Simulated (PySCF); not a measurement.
## P⁺: excitation energy

P⁺ [Ne] 3s2 3p2 (3P) → P⁺ [Ne] 3s1 3p3 (5S), as a difference of total energies. All numbers are calculated (PySCF 2.14, the non-relativistic Hamiltonian (point nucleus), in def2-TZVPPD). Correlated levels: valence: [Ne] frozen; valence and next inner shell: 1s2 frozen. The calculations carry no spin-orbit coupling.

| method | excitation energy (eV) |
| --- | --- |
| UHF | 3.890 |
| LDA | 5.782 |
| PBE | 5.676 |
| PBE0 | 5.467 |
| r2SCAN | 4.875 |
| r2SCAN0 | 4.942 |
| B97-3 | 5.916 |
| B3LYP | 6.017 |
| MP2 (valence) | 4.957 |
| SCS-MP2 (valence) | 5.471 |
| MP2 (valence and next inner shell) | 5.135 |

Question: Estimate what SCS-MP2 (valence and next inner shell) gives.

Answer: 5.604 eV, closest to PBE among the rows shown.

Question: Estimate what TPSSh gives.

Answer: 5.569 eV, closest to SCS-MP2 (valence) among the rows shown.

Errors of the correlated levels include the incompleteness of this basis and the frozen core.

For comparison: 5.627 eV (measured; NIST levels, between the centres of gravity of the two terms).
